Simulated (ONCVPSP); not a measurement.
## Varying the ONCV potential for manganese

Base potential:

Mn (Z = 25), optimised norm-conserving Vanderbilt (ONCV), made with ONCVPSP 4.0.1 (PBE, fully relativistic). Core [Ne], reference 3s2 3p6 3d5 4s1 4p1. Waves: 3s+4s: rc 1.40 bohr, ncon 4, nbas 9, qcut 8 1/bohr, 3 projectors, debl 3 Ha; 3p+4p: rc 1.80 bohr, ncon 5, nbas 9, qcut 6.2 1/bohr, 2 projectors; 3d: rc 1.60 bohr, ncon 4, nbas 8, qcut 8 1/bohr, 3 projectors, debl 2.9 Ha. Local part: polynomial inside 0.95 bohr (lpopt 5, dvloc0 0 Ha). Core correction: Teter function, fcfact 6, rcfact 1.1.

Open shells are filled in proportion to 2j + 1.

Cutoffs, loose and tight: the cutoffs (Ha) at which the residual kinetic energy of the hardest occupied pseudo-wave falls to 1 and 0.1 mHa per electron. They do not see the model core or the augmentation charge, which bear on the density cutoff. Test errors are all-electron minus pseudo excitation energies from the reference, over the configurations 3s2 3p6 3d5 4s2 4p0; 3s2 3p6 3d5 4s1 4p0; 3s2 3p6 3d5 4s0 4p0; 3s2 3p6 3d4 4s0 4p0. A dash means not determined; rows that change the core or the reference have their own tests. The largest error is taken over the tests solved by every variant that gives reliable tests at all: 3s2 3p6 3d5 4s0 4p0; 3s2 3p6 3d5 4s1 4p0; 3s2 3p6 3d5 4s2 4p0.

A true bound ghost makes a file unfit for plane-wave use even where its test errors are small: the radial tests pick states by their node count and pass the ghost by.

```csv
change,outcome,"cutoff, loose","cutoff, tight",bound ghosts,GHOST(+) flags above zero,largest test error (meV)
base,generated,31 Ha,80 Ha,none,s,+2.7
"all radii but the core radius scaled by about 0.80 (s 1.12, p 1.44, d 1.28 bohr); local potential polynomial inside 0.76 bohr (lpopt 5, dvloc0 0 Ha)",generated,133 Ha,164 Ha,"d5/2, d3/2",s,+1.9
"all radii but the core radius scaled by about 0.95 (s 1.32, p 1.70, d 1.52 bohr); local potential polynomial inside 0.90 bohr (lpopt 5, dvloc0 0 Ha)",generated,36 Ha,98 Ha,none,"s, d5/2, d3/2",+2.8
"all radii but the core radius scaled by about 1.05 (s 1.48, p 1.90, d 1.68 bohr); local potential polynomial inside 1.00 bohr (lpopt 5, dvloc0 0 Ha)",generated,29 Ha,62 Ha,none,p1/2,+2.3
"all radii but the core radius scaled by about 1.15 (s 1.60, p 2.06, d 1.84 bohr); local potential polynomial inside 1.10 bohr (lpopt 5, dvloc0 0 Ha)",generated,27 Ha,30 Ha,"p3/2, p1/2",none,-0.5
"all radii but the core radius scaled by about 1.25 (s 1.74, p 2.24, d 2.00 bohr); local potential polynomial inside 1.18 bohr (lpopt 5, dvloc0 0 Ha)",generated,25 Ha,28 Ha,none,none,-5.3
"all radii but the core radius scaled by about 1.33 (s 1.86, p 2.40, d 2.12 bohr); local potential polynomial inside 1.26 bohr (lpopt 5, dvloc0 0 Ha)",generated,24 Ha,27 Ha,none,none,-13
```

Question: What comes out with this change to the base: all radii but the core radius scaled by about 0.89 (s 1.24, p 1.60, d 1.42 bohr); local potential polynomial inside 0.84 bohr (lpopt 5, dvloc0 0 Ha)?

Answer: outcome: generated; cutoff, loose: 74 Ha; cutoff, tight: 118 Ha; bound ghosts: d5/2, d3/2; GHOST(+) flags above zero: d5/2, d3/2; largest test error (meV): +2.6.

Reading the sweep of the scale of all radii but the core radius (base = 1) (base included, trends over the rows without a ghost): The loose cutoff falls from 36 Ha at 0.95 to 24 Ha at 1.33. A larger radius leaves more room for a smooth pseudo-wave, so fewer plane waves are needed; a smaller one forces it to follow the all-electron wave where it bends sharply. Bound ghosts are found at 0.8, 0.89, 1.15.
